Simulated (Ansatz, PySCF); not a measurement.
Cl₄Te, SMILES [Te-](Cl)(Cl)(Cl)Cl, charge -1, multiplicity 2. Atoms are numbered in the order given.

```xyz
5

Te    -0.3124    -0.3318     0.0000
Cl    -0.4080    -0.4771     2.5461
Cl    -0.4080    -0.4771    -2.5461
Cl    -0.0878     2.4499     0.0000
Cl     2.0877    -0.4530     0.0000
```
Charge -1, spin multiplicity 2.

Geometry optimised at r2SCAN-D4/def2-SVPD. The def2 effective core potentials stand for the cores of Te; spin–orbit coupling is left out.

Two levels are set side by side: PBE-D3(BJ)/def2-SVPD (Ansatz, a quantum-chemistry and plane-wave program) and r2SCAN-D4/def2-SVPD (Ansatz). Each level has its own optimised geometry; the coordinates shown are those of the second. Frequencies come from the Hessian of PySCF at each geometry. Differences are taken from unrounded values.

| quantity | r2SCAN-D4 |
|---|---|
| mean bond length (Å) | 2.575 |
| bond Te1–Cl2 (Å) | 2.552 |
| bond Te1–Cl3 (Å) | 2.552 |
| bond Te1–Cl4 (Å) | 2.791 |
| bond Te1–Cl5 (Å) | 2.403 |
| highest harmonic wavenumber (cm⁻¹) | 324 |
| mean harmonic wavenumber (cm⁻¹) | 157 |
| zero-point energy (kcal/mol) | 2.02 |

### Question
What does PBE-D3(BJ) give, and how far is it from r2SCAN-D4? (The exact figures need the calculation; the answer reports its results.)

### Answer

```csv
quantity,PBE-D3(BJ),PBE-D3(BJ) minus r2SCAN-D4
mean bond length (Å),2.567,-0.007
bond Te1–Cl2 (Å),2.567,0.015
bond Te1–Cl3 (Å),2.567,0.015
bond Te1–Cl4 (Å),2.567,-0.223
bond Te1–Cl5 (Å),2.568,0.164
highest harmonic wavenumber (cm⁻¹),264,-60
mean harmonic wavenumber (cm⁻¹),152,-5
zero-point energy (kcal/mol),1.96,-0.06
```
